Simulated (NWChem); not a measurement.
Program: NWChem. System: Br2, charge 0, spin multiplicity 1, at the geometry of a parent with another charge or spin, in a state set for the comparison that need not be this species' ground state. Level: MP2/def2-TZVPD, 18 core orbitals frozen.

Part of the output:

```
             Northwest Computational Chemistry Package (NWChem) 7.3.0
             --------------------------------------------------------

                                NWChem Input Module
                                -------------------

 Scaling coordinates for geometry "geometry" by  1.889725989
 (inverse scale =  0.529177249)

 Turning off AUTOSYM since
 SYMMETRY directive was detected!

                             Geometry "geometry" -> ""
                             -------------------------

 Output coordinates in angstroms (scale by  1.889725989 to convert to a.u.)

  No.       Tag          Charge          X              Y              Z
 ---- ---------------- ---------- -------------- -------------- --------------
    1 Br                  35.0000     0.00000000     0.00000000     1.49598200
    2 Br                  35.0000     0.00000000     0.00000000    -1.49598200

 Effective nuclear repulsion energy (a.u.)     216.6610728019

            Nuclear Dipole moment (a.u.)
            ----------------------------
        X                 Y               Z
 ---------------- ---------------- ----------------
     0.0000000000     0.0000000000     0.0000000000

      Symmetry information
      --------------------

 Group name             D2h
 Group number             26
 Group order               8
 No. of unique centers     1

      Symmetry unique atoms

     1


 Summary of "ao basis" -> "" (spherical)
 ------------------------------------------------------------------------------
       Tag                 Description            Shells   Functions and Types
 ---------------- ------------------------------  ------  ---------------------
 *                         def2-tzvpd                 on all atoms

 Summary of "ao basis" -> "ao basis" (spherical)
 ------------------------------------------------------------------------------
       Tag                 Description            Shells   Functions and Types
 ---------------- ------------------------------  ------  ---------------------
 Br                        def2-tzvpd               19       57   7s6p5d1f

                                 NWChem SCF Module
                                 -----------------

  ao basis        = "ao basis"
  functions       =   114
  atoms           =     2
  closed shells   =    35
  open shells     =     0
  charge          =   0.00
  wavefunction    = RHF
  use symmetry    = T
  symmetry adapt  = T

 Summary of "ao basis" -> "ao basis" (spherical)
 ------------------------------------------------------------------------------
       Tag                 Description            Shells   Functions and Types
 ---------------- ------------------------------  ------  ---------------------
 Br                        def2-tzvpd               19       57   7s6p5d1f

      Symmetry analysis of basis
      --------------------------

        ag         25
        au          6
        b1g         6
        b1u        25
        b2g        13
        b2u        13
        b3g        13
        b3u        13

 Forming initial guess at       0.1s

      Superposition of Atomic Density Guess
      -------------------------------------

 Sum of atomic energies:       -5144.79865387

      Non-variational initial energy
      ------------------------------

 Total energy =   -5144.510627
 1-e energy   =   -7597.066702
 2-e energy   =    2235.895003
 HOMO         =      -0.368782
 LUMO         =      -0.292311

      Symmetry analysis of molecular orbitals - initial
      -------------------------------------------------

 !! scf_movecs_sym_adapt:   76 vectors were symmetry contaminated

  Symmetry fudging

 !! scf_movecs_sym_adapt:   74 vectors were symmetry contaminated

  Numbering of irreducible representations:

     1 ag          2 au          3 b1g         4 b1u         5 b2g
     6 b2u         7 b3g         8 b3u

  Orbital symmetries:

     1 b1u         2 ag          3 b1u         4 ag          5 b1u
     6 ag          7 b3g         8 b2g         9 b3u        10 b2u
    11 ag         12 b1u        13 ag         14 b1u        15 b2u
    16 b3u        17 b3g        18 b2g        19 ag         20 b3u
    21 b2u        22 b3g        23 b2g        24 ag         25 b1g
[...]
    16      0.185990  1 Br pz                73     -0.185990  2 Br pz

 Vector   34  Occ=2.000000D+00  E=-4.414296D-01  Symmetry=b2g
              MO Center=  5.6D-17, -5.1D-29,  1.9D-16, r^2= 3.8D+00
   Bfn.  Coefficient  Atom+Function         Bfn.  Coefficient  Atom+Function
  ----- ------------  ---------------      ----- ------------  ---------------
    17      0.401234  1 Br px                74     -0.401234  2 Br px
    11     -0.258794  1 Br px                68      0.258794  2 Br px
    14      0.234017  1 Br px                71     -0.234017  2 Br px
    20      0.213216  1 Br px                77     -0.213216  2 Br px

 Vector   35  Occ=2.000000D+00  E=-4.414296D-01  Symmetry=b3g
              MO Center= -5.3D-30,  1.5D-18,  1.4D-16, r^2= 3.8D+00
   Bfn.  Coefficient  Atom+Function         Bfn.  Coefficient  Atom+Function
  ----- ------------  ---------------      ----- ------------  ---------------
    18      0.401234  1 Br py                75     -0.401234  2 Br py
    12     -0.258794  1 Br py                69      0.258794  2 Br py
    15      0.234017  1 Br py                72     -0.234017  2 Br py
    21      0.213216  1 Br py                78     -0.213216  2 Br py

 Vector   36  Occ=0.000000D+00  E=-1.239779D-01  Symmetry=b1u
              MO Center= -1.9D-17, -1.5D-17, -5.1D-15, r^2= 4.6D+00
   Bfn.  Coefficient  Atom+Function         Bfn.  Coefficient  Atom+Function
  ----- ------------  ---------------      ----- ------------  ---------------
    19      0.393735  1 Br pz                76      0.393735  2 Br pz
    22      0.284555  1 Br pz                79      0.284555  2 Br pz
    13     -0.251829  1 Br pz                70     -0.251829  2 Br pz
    16      0.219755  1 Br pz                73      0.219755  2 Br pz

 Vector   37  Occ=0.000000D+00  E= 5.685093D-02  Symmetry=b1u
              MO Center=  2.3D-19,  9.7D-21, -4.1D-16, r^2= 2.5D+01
   Bfn.  Coefficient  Atom+Function         Bfn.  Coefficient  Atom+Function
  ----- ------------  ---------------      ----- ------------  ---------------
     7      1.442679  1 Br s                 64     -1.442679  2 Br s
    25     -1.314939  1 Br pz                82     -1.314939  2 Br pz
    48      0.238724  1 Br d  0             105     -0.238724  2 Br d  0
     6     -0.230168  1 Br s                 63      0.230168  2 Br s

 Vector   38  Occ=0.000000D+00  E= 7.872397D-02  Symmetry=b2u
              MO Center= -2.2D-28, -2.4D-17,  3.7D-16, r^2= 1.7D+01
   Bfn.  Coefficient  Atom+Function         Bfn.  Coefficient  Atom+Function
  ----- ------------  ---------------      ----- ------------  ---------------
    24      0.707174  1 Br py                81      0.707174  2 Br py
    21     -0.347866  1 Br py                78     -0.347866  2 Br py

 center of mass
 --------------
 x =   0.00000000 y =   0.00000000 z =   0.00000000

 moments of inertia (a.u.)
 ------------------
        1277.370430775414           0.000000000000           0.000000000000
           0.000000000000        1277.370430775414           0.000000000000
           0.000000000000           0.000000000000           0.000000000000

  Mulliken analysis of the total density
  --------------------------------------

    Atom       Charge   Shell Charges
 -----------   ------   -------------------------------------------------------
    1 Br  35    35.00   2.00  2.00  1.16  0.77  1.04  1.01  0.01  6.00  5.94  1.18  2.64  1.21  0.01  8.99  1.02 -0.02  0.04 -0.00  0.00
    2 Br  35    35.00   2.00  2.00  1.16  0.77  1.04  1.01  0.01  6.00  5.94  1.18  2.64  1.21  0.01  8.99  1.02 -0.02  0.04 -0.00  0.00

       Multipole analysis of the density wrt the origin
       ------------------------------------------------

     L   x y z        total         open         nuclear
     -   - - -        -----         ----         -------
     0   0 0 0     -0.000000      0.000000     70.000000

     1   1 0 0     -0.000000      0.000000      0.000000
     1   0 1 0      0.000000      0.000000      0.000000
     1   0 0 1      0.000000      0.000000      0.000000

     2   2 0 0    -28.370334      0.000000      0.000000
     2   1 1 0      0.000000      0.000000      0.000000
     2   1 0 1      0.000000      0.000000      0.000000
     2   0 2 0    -28.370334      0.000000      0.000000
     2   0 1 1      0.000000      0.000000      0.000000
     2   0 0 2    -22.875155      0.000000    559.433472

                   NWChem MP2 Semi-direct Energy/Gradient Module
                   ---------------------------------------------

  Basis functions       =    114
  Molecular orbitals    =    114
  Frozen core           =     18
  Frozen virtuals       =      0
  Active alpha occupied =     17
  Active beta occupied  =     17
  Active alpha virtual  =     79
  Active beta virtual   =     79
  Use MO symmetry       = T
  Use skeleton AO sym   = T

  AO/Fock/Back tols     =   1.0D-09  1.0D-09  1.0D-09

 GA uses MA = F    GA memory limited = T

 Available:
  local mem=  1.15D+08
 global mem=  1.31D+08
 local disk=  0.00D+00
  mp2_memr nvloc                    79
  nvloc new                    79
   1 passes of  17:        5242880                      93634                  28652368.
   1 passes of  17: M    114681878           G      131046008           F     109438998.

 Semi-direct pass number   1 of   1  for RHF alpha+beta  at        3.9s
  vrange nnbf                  6270
  mp2_eaftype                   109  avail_ma_in_mb                   999
 EAF : mp2_eaftype filesize         109   14326184.
  mp2_eaf for mointskh                    109
Node 0 wrote     67.4 Mb in      0.1 s     Agg I/O rate:  1277.1 Mb/s
 Done moints_semi at       16.3s
  mp2_eaftype                   109  avail_ma_in_mb                   890
 EAF : mp2_eaftype filesize         109   14326184.
  mp2_eaf for kh                   109
 Done maket at       16.9s
 Done multipass loop at       16.9s

          -------------------------------------------
          SCF energy               -5144.749939911230
          Correlation energy          -0.560723080374
          Singlet pairs               -0.314921419493
          Triplet pairs               -0.245801660881
          Total MP2 energy         -5145.310662991605
          -------------------------------------------

          ---------------------------------------------------
                    Spin Component Scaled (SCS) MP2
          Same spin pairs                     -0.163867773921
          Same spin scaling factor             0.333333333333
          Opposite spin pairs                 -0.396855306453
          Opposite spin scaling fact.          1.200000000000
          SCS-MP2 correlation energy          -0.530848959051
          Total SCS-MP2 energy             -5145.280788870281
          ---------------------------------------------------

 -----------------------
 Performance information
 -----------------------

 Timer overhead =  1.94D-07 seconds/call

               Nr. of calls         CPU time (s)                 Wall time (s)                GFlops
             ---------------    -------------------     ------------------------------   -------------------
Name         Min   Avg   Max    Min     Avg     Max     Min     Avg     Max   Mx/calls   Min     Max     Sum
mp2: moin     1     1     1    12.     12.     12.      12.     12.     12.     12.      0.0     0.0     0.0
mp2: make     1     1     1   0.62    0.62    0.62     0.62    0.62    0.62    0.62      0.0     0.0     0.0
mp2: tota     1     1     1    13.     13.     13.      13.     13.     13.     13.      0.0     0.0     0.0

 The average no. of pstat calls per process was 3.00D+00
 with a timing overhead of 5.81D-07s

 Task  times  cpu:       16.9s     wall:       16.9s

 Total times  cpu:       16.9s     wall:       16.9s
```

Problem. Write an NWChem input that would produce this output.

Solution. This is not unique; one that fits is 
```
start mol
memory heap 200 mb stack 800 mb global 1000 mb
geometry units angstroms nocenter noautoz
  Br     0.000000     0.000000     1.495982
  Br     0.000000     0.000000    -1.495982
  symmetry group D2h
end
basis spherical
  * library def2-tzvpd
end
scf
  rhf
  nopen 0
  maxiter 100
  thresh 1e-7
  semidirect memsize 60000000 filesize 0
end
mp2
  freeze core 18
end
task mp2 energy
```
